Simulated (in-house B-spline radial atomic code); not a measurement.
Computed with a B-spline radial atomic code. Model: two electrons, singlet ground state, non-relativistic, full CI in B-splines with partial waves to l = 8 (at full coupling up to 3e-4 hartree above the limit, correlation up to 0.6 % small), density held at that of full coupling by Lieb maximisation.

W(λ) is the mean repulsion in the state of coupling λ less the Hartree energy of the fixed density. Its start is exact exchange, its initial slope is twice the second-order Görling-Levy correlation energy, and its area from 0 to 1 is E_xc. A straight curve means weak, dynamic correlation, and a curve that drops fast and flattens means strong correlation.

Command:
```bash
python run_ac.py task.json out
```
Settings (lengths in bohr, energies in hartree):
```
potential              yukawa
strength               8.62
lmax                   8
second                 3.52
```

Run time, properties included: 16 s on 1 thread of Intel(R) Xeon(R) Processor @ 2.30GHz (shared host).

**W = mean repulsion less Hartree energy, and W of three functionals.**

Given: confinement screened point charge; nuclear charge 8.62; screening of the nucleus 3.52 1/bohr; external potential -Z exp(-k r)/r.

Computed: LDA exchange minus exact 623.93 millihartree; PBE exchange minus exact 51.36 millihartree.

```csv
coupling,W xc (hartree),W xc minus exchange (millihartree),kinetic minus Kohn-Sham (millihartree),LDA (PW92) W minus its exchange (millihartree),PBE W minus its exchange (millihartree),SCAN W minus its exchange (millihartree)
0,-4.5257,0,0,0,0,0
0.02,-4.5276,-1.925,0,-15.46,-1.76,-1.84
0.05,-4.5305,-4.807,0.1,-33.05,-4.42,-4.57
0.12,-4.5372,-11.492,0.7,-66.68,-10.66,-10.86
0.25,?,?,?,?,?,?
0.4,-4.5635,-37.762,7.5,-166.51,-35.84,-35.22
0.6,-4.5818,-56.077,16.6,-222.97,-53.78,-51.99
0.8,-4.5997,-74.031,29.2,-272.7,-71.57,-68.3
1,-4.6173,-91.632,45,-317.65,-89.17,-84.21
1.4,?,?,?,?,?,?
2,-4.7004,-174.7,169,-499.01,-173.53,-158.49
3,-4.776,-250.3,357.4,-638.58,-251.43,-225.48
4.5,-4.8774,-351.7,736,-805.07,-356.94,-315.13
7,-5.0203,-494.56,1551.3,-1016.6,-507.41,-442.28
10,-5.1586,-632.95,2719.9,-1207.5,-655.84,-567.69
```

(1) What belongs in the row 0.25?

(2) What belongs in the row 1.4?

(3) What is the SCAN exchange minus exact?

**Energy parts, natural occupations and partial-wave weights.**

Computed: total energy -24.1845 hartree; exchange energy -4.5257 hartree; correlation energy -0.046595 hartree; kinetic part of the DFT correlation energy 0.045037 hartree; initial slope twice GL2 -0.096341 hartree; kinetic part over minus potential part 0.4915; Hartree energy 9.0514 hartree.

```tsv
natural	occupation of the shell (electrons)
s	1.999
p	0.00049074
s	?
d	2.7368e-05
p	2.2696e-05
s	1.2297e-05
```

(4) What belongs in the row s?

| wave | weight |
| --- | --- |
| s | 0.99972 |
| p | ? |
| d | 1.5658e-05 |
| f | 2.3579e-06 |
| g | 5.6354e-07 |

(5) What belongs in the row p?

(6) What is the Lieb Oxford ratio E_xc over LDA exchange?

(7) What is the Kohn-Sham kinetic?

## Answers

(1) W xc (hartree): -4.5495; W xc minus exchange (millihartree): -23.781; kinetic minus Kohn-Sham (millihartree): 2.9; LDA (PW92) W minus its exchange (millihartree): -117.41; PBE W minus its exchange (millihartree): -22.33; SCAN W minus its exchange (millihartree): -22.31.

(2) W xc (hartree): -4.6515; W xc minus exchange (millihartree): -125.82; kinetic minus Kohn-Sham (millihartree): 86; LDA (PW92) W minus its exchange (millihartree): -397.27; PBE W minus its exchange (millihartree): -123.67; SCAN W minus its exchange (millihartree): -114.92.

(3) -22.698 millihartree.

(4) occupation of the shell (electrons): 0.00047486.

(5) weight: 0.00025803.

(6) 1.1719.

(7) 55.72 hartree.

Half-way to full coupling W has made 51 % of its drop, against 50 % for a straight line, and second-order (GL2) theory, half the initial slope, overshoots the correlation energy by about 3 %: correlation is weak here. Over couplings 0 to 1 the errors in E_xc come to about +485 millihartree for LDA, +53 millihartree for PBE, -19 millihartree for SCAN, so SCAN is nearest. In LDA and SCAN the errors of exchange and correlation have opposite signs, so the sum is smaller than the larger of the two.
